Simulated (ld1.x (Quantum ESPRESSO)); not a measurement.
# B (Z = 5): excitation energies, all-electron against ultrasoft

ld1.x (Quantum ESPRESSO) 7.5 input, shortened:

```
&input
   title='B', zed=5., rel=1, dft='PBESOL', iswitch=3,
   config='[He] 2s2 2p1 3d-2'
 /
 &inputp
   pseudotype=3, tm=.true., lloc=-1, rcloc=1.75,
   nlcc=.true., rcore=0.75,
   which_augfun='PSQ', rmatch_augfun=0.95
 /
6
2S  1  0   2.00   0.00  0.95  1.15  0.0
2S  1  0   0.00   1.40  0.95  1.15  0.0
2P  2  1   1.00   0.00  2.75  3.20  0.0
2P  2  1   0.00   3.50  2.75  3.20  0.0
3D  3  2  -2.00   0.20  2.75  3.50  0.0
3D  3  2  -2.00   0.95  2.75  3.50  0.0
 &test
   configts(1)='2s2 2p1'
 /
```

Energies are relative to the spin-unpolarised reference configuration 2s2 2p1; without spin polarisation the order of configurations can differ from experiment.

```csv
valence configuration,charge,ΔE all-electron (eV),error AE − PS (meV)
2s2 2p0,+1,8.139,+3.3
2s1 2p0,+2,33.401,+16
2s2 2p0.5,+0.5,2.855,-1.8
2s0 2p3,0,11.657,+43
2s2 2p1.3,-0.3,-0.724,-1.2
2s1 2p2,0,5.819,+11
```

(1) What are ΔE and the potential's error for 2s1 2p1?

Levels in the configuration 2s2 2p0:

```json
{"level": "2s", "all-electron (eV)": "-19.378", "pseudo (eV)": "-19.382"}
```

Note: ghost state, extra bound levels that the all-electron valence spectrum of the same l lacks: s at -227.7 eV. A true bound ghost makes a file unfit for plane-wave use.

Results:

(1) ΔE = 14.264 eV all-electron; the error (AE − PS) is -8.8 meV.
